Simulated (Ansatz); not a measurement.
Isolated molecules relaxed with PBE0-D4/def2-TZVP in Ansatz; ΔE leaves out vibrations. CCSD(T)/CBS is the MP2 limit (def2-TZVPP, def2-QZVPP) plus CCSD(T) − MP2 in def2-TZVPP, frozen cores. For Br, Ge outer-core shells are correlated without core-valence functions, which leaves a few kJ/mol of doubt a bond. Scalar relativity is left out up to krypton.

Reaction (formal exchange of groups at a C–Br bond): `CC(Br)Br` + GeH₄ → `C[CH]([GeH3])Br` + HBr

`CC(Br)Br`:

Z-matrix (Å, degrees):
```
C
C 1 1.502
H 1 1.090 2 110.9
H 1 1.092 2 109.6 3 120.2
H 1 1.092 2 109.6 3 -120.2
Br 2 1.940 1 111.0 3 61.9
Br 2 1.940 1 111.0 3 -61.9
H 2 1.085 1 113.1 3 -180.0
```

GeH₄:

```xyz
5

Ge    0.000    0.000    0.000
H    -1.245    0.081    0.892
H    -0.168   -1.142   -1.010
H     1.236   -0.265    0.870
H     0.178    1.325   -0.752
```

`C[CH]([GeH3])Br`:

Z-matrix (Å, degrees):
```
C
C 1 1.511
H 1 1.095 2 109.5
H 1 1.092 2 111.5 3 119.6
H 1 1.092 2 111.4 3 -119.6
Ge 2 1.971 1 114.0 3 -61.4
Br 2 1.961 1 110.2 3 177.5
H 2 1.090 1 111.1 3 62.7
H 6 1.535 2 108.4 1 -59.8
H 6 1.542 2 108.5 1 59.1
H 6 1.534 2 109.8 1 179.1
```

HBr:

Cartesian coordinates in Å:
```
Br -0.696 0.025 0.140
H 0.696 -0.025 -0.140
```

```
          species  CCSD(T)/def2-TZVPP energy (Eh)
       `CC(Br)Br`                     -5223.89023
             GeH₄                     -2077.98646
`C[CH]([GeH3])Br`                     -4728.58430
              HBr                     -2573.30857
```

Question: Work out ΔE.

Answer: ΔE = (-4728.58430) + (-2573.30857) − (-5223.89023) − (-2077.98646) = -0.01618 Eh = -42.5 kJ/mol. CCSD(T)/CBS gives -43.0 kJ/mol.

Largest T1 diagnostic among the species: 0.012.

From PBE to PBE0 (25 % exact exchange), in def2-TZVPP and without D4, ΔE moves by −4.5 kJ/mol.
